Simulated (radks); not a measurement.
Task: La4+, 53 electrons, occupied as [Kr] 4d10 5s2 5p5. All-electron calculation, Dirac Kohn-Sham, Slater X-alpha with alpha = 0.65, spin-unpolarised, spherical densities, point nucleus; open shells fill j = l - 1/2 first. Program: a radial shooting solver on a logarithmic mesh with Libxc functionals.

Spin-orbit splittings of the eigenvalues, e(l+1/2) - e(l-1/2), with zeta = 2 splitting/(2l+1) and mean radii in bohr:

| shell | occ. | splitting (eV) | zeta (eV) | <r> j=l-1/2 | <r> j=l+1/2 |
|---|---|---|---|---|---|
| 2p | 6 | 412.3 | 274.8 | 0.08997 | 0.09607 |
| 3p | 6 | 80.26 | 53.51 | 0.2751 | 0.2872 |
| 3d | 10 | 17.18 | 6.873 | 0.2580 | 0.2618 |
| 4p | 6 | ? | ? | 0.6750 | 0.7023 |
| 4d | 10 | 2.989 | 1.196 | 0.7621 | 0.7718 |
| 5p | 5 | 2.862 | 1.908 | 1.671 | 1.737 |

Estimate the 4p splitting.

Result: 17.22 eV (zeta = 11.48 eV).
